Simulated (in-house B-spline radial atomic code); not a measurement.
A fraction x of an electron is removed from 2p in the aluminium ion Al⁺, starting from [Ne] 3s2 and keeping the highest spin. Computed with a B-spline radial code for spherical atoms: scalar-relativistic (X2C) B97-1, spin-polarised, spherical fractional occupations, Fermi nucleus of rms radius 3.061 fm.

Caution: exact exchange at fractional occupations of open shells leaves self-interaction of up to several eV.

| x | E(x) - E(0) (eV) | 2p down level (eV) |
| --- | --- | --- |
| 0 | 0.0000 | -81.999 |
| 0.11 | 9.1696 | -84.728 |
| 0.19 | ? | ? |
| 0.31 | 26.6186 | -89.782 |
| 0.48 | 42.2534 | -94.170 |
| 0.5 | 44.1421 | -94.692 |
| 0.51 | 45.0903 | -94.953 |
| 0.71 | 64.6073 | -100.234 |
| 0.81 | 74.7645 | -102.915 |
| 0.9 | ? | ? |
| 1 | 94.8072 | -108.076 |

(1) What belongs in the row x = 0.19?

(2) What belongs in the row x = 0.9?

(3) Check Janak's theorem between x = 0.31 and 0.48.

Answers

(1) An energy change of 16.0280 eV; 2p down at -86.735 eV.

(2) An energy change of 84.1362 eV; 2p down at -105.348 eV.

(3) The slope of the energy is 91.97 eV; the orbital levels give 91.98 eV (-ε of the emptying orbital, averaged over the two points).
